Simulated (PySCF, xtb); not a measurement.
1-chloro-1-fluorocyclobutane (C4H6ClF), SMILES FC1(Cl)CCC1.

GFN2-xTB in xtb at its own geometry gives an orbital gap of 6.89 eV and a dipole moment of 2.80 D.

Geometry: PBE0-D3(BJ)/def2-SVP.

Task: What does PBE/def2-TZVP (PySCF) give? (An estimate is asked for; the answer gives what the named calculation found.)

Result: gap 6.40 eV (levels -6.99 and -0.60 eV), dipole 2.32 D.
